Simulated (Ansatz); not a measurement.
CH₆GaSi, SMILES `[CH3][Ga][SiH3]` radical, relaxed with UKS PBE-D4/def2-SVP in the Gaussian-basis code of Ansatz from a rough embedded geometry. The force threshold is 0.03 eV/Å; the program also tests the step.

The species carries charge 0 and has multiplicity 2.

Start:

```xyz
9

C    -0.082    1.271   -0.616
Ga   -0.583    0.391    0.587
Si    0.258   -1.272    0.674
H     0.768    1.493   -1.228
H    -0.194    2.155    0.073
H    -1.016    1.271   -1.302
H     0.335   -2.087    1.961
H     1.457   -1.438   -0.048
H    -0.943   -1.783   -0.100
```

```
         step  energy (eV)  largest force (eV/Å)  largest move (Å)
            1  -61359.6690                12.120             0.000
            2  -61363.4666                 5.888             0.196
            3  -61364.7908                 2.085             0.196
            4  -61365.2983                 0.935             0.197
            5  -61365.5031                 0.565             0.200
            6  -61365.6047                 0.234             0.200
            7  -61365.6176                 0.226             0.094
            8  -61365.6225                 0.082             0.089
            9  -61365.6257                 0.019             0.069
           10  -61365.6259                 0.124             0.071
           11  -61365.6267                 0.043             0.010
           12  -61365.6274                 0.012             0.049
13 (rejected)  -61365.6254                 0.207             0.153
           14  -61365.6280                 0.054             0.075
           15  -61365.6282                 0.063             0.045
           16  -61365.6288                 0.064             0.034
           17  -61365.6293                 0.036             0.033
           18  -61365.6297                 0.050             0.065
           19  -61365.6299                 0.085             0.045
           20  -61365.6302                 0.038             0.003
           21  -61365.6305                 0.014             0.027
           22  -61365.6308                 0.019             0.042
```

End:

```xyz
9

C    -0.204    1.875   -0.671
Ga   -0.651    0.543    0.766
Si    0.190   -1.784    0.688
H     0.900    1.972   -0.738
H    -0.650    2.873   -0.495
H    -0.574    1.479   -1.642
H     0.647   -2.209    2.061
H     1.315   -2.074   -0.281
H    -0.973   -2.674    0.312
```

It took 30 s on 4 threads of a server CPU on a shared host, with 0.17 GiB of host memory at the peak.
